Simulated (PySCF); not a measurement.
# Scalar relativity in P²⁺ (phosphorus, charge +2)

[Ne] 3s2 3p1, 2P determinant; PBE calculated with PySCF 2.14 in dyall-av3z (19s12p3d2f, 84 functions), once non-relativistic with a point nucleus and once with spin-free X2C-1e and a Gaussian nucleus.

```json
{"shell": "1s α", "ε non-rel. (eV)": "-2102.0", "ε X2C (eV)": "-2107.5", "rms r non-rel. (bohr, spins averaged)": "0.1206", "rms r X2C (bohr, spins averaged)": "0.1200", "change of radius (%)": "-0.45"}
{"shell": "1s β", "ε non-rel. (eV)": "-2101.9", "ε X2C (eV)": "-2107.3", "rms r non-rel. (bohr, spins averaged)": "0.1206", "rms r X2C (bohr, spins averaged)": "0.1200", "change of radius (%)": "-0.45"}
{"shell": "2s α", "ε non-rel. (eV)": "-196.58", "ε X2C (eV)": "-197.46", "rms r non-rel. (bohr, spins averaged)": "0.5688", "rms r X2C (bohr, spins averaged)": "0.5667", "change of radius (%)": "-0.36"}
{"shell": "2s β", "ε non-rel. (eV)": "-196.44", "ε X2C (eV)": "-197.32", "rms r non-rel. (bohr, spins averaged)": "0.5688", "rms r X2C (bohr, spins averaged)": "0.5667", "change of radius (%)": "-0.36"}
{"shell": "2p α", "ε non-rel. (eV)": "-148.12", "ε X2C (eV)": "-148.07", "rms r non-rel. (bohr, spins averaged)": "0.5429", "rms r X2C (bohr, spins averaged)": "0.5424", "change of radius (%)": "-0.09"}
{"shell": "2p β", "ε non-rel. (eV)": "-147.92", "ε X2C (eV)": "-147.87", "rms r non-rel. (bohr, spins averaged)": "0.5429", "rms r X2C (bohr, spins averaged)": "0.5424", "change of radius (%)": "-0.09"}
{"shell": "3s α", "ε non-rel. (eV)": "-34.249", "ε X2C (eV)": "-34.339", "rms r non-rel. (bohr, spins averaged)": "1.871", "rms r X2C (bohr, spins averaged)": "1.867", "change of radius (%)": "-0.24"}
{"shell": "3s β", "ε non-rel. (eV)": "-33.104", "ε X2C (eV)": "-33.193", "rms r non-rel. (bohr, spins averaged)": "1.871", "rms r X2C (bohr, spins averaged)": "1.867", "change of radius (%)": "-0.24"}
{"shell": "3p α", "ε non-rel. (eV)": "-24.951", "ε X2C (eV)": "-24.939", "rms r non-rel. (bohr, spins averaged)": "2.114", "rms r X2C (bohr, spins averaged)": "2.114", "change of radius (%)": "-0.01"}
```

The total energy goes from -340.0026 to -340.8305 hartree.

Ionisation energy, P²⁺ [Ne] 3s2 3p1 (2P) → P³⁺ [Ne] 3s2 (1S) (eV):

```
           method  non-relativistic  spin-free X2C   shift
              UHF            29.582         29.573  -0.010
              LDA            30.204         30.193  -0.011
              PBE            30.240         30.230  -0.011
             PBE0            30.261         30.251  -0.010
           r2SCAN            30.367         30.357  -0.010
            TPSSh            30.366         30.356  -0.010
        CAM-B3LYP            30.270         30.259  -0.011
    MP2 (valence)            29.879         29.870  -0.009
SCS-MP2 (valence)            29.868         29.859  -0.009
   CCSD (valence)            29.998         29.989  -0.008
CCSD(T) (valence)            30.026         30.018  -0.008
```

Relativity contracts and stabilises s shells directly. The contracted s shells screen the nucleus better, so for spin-averaged p shells the direct and indirect effects partly cancel.
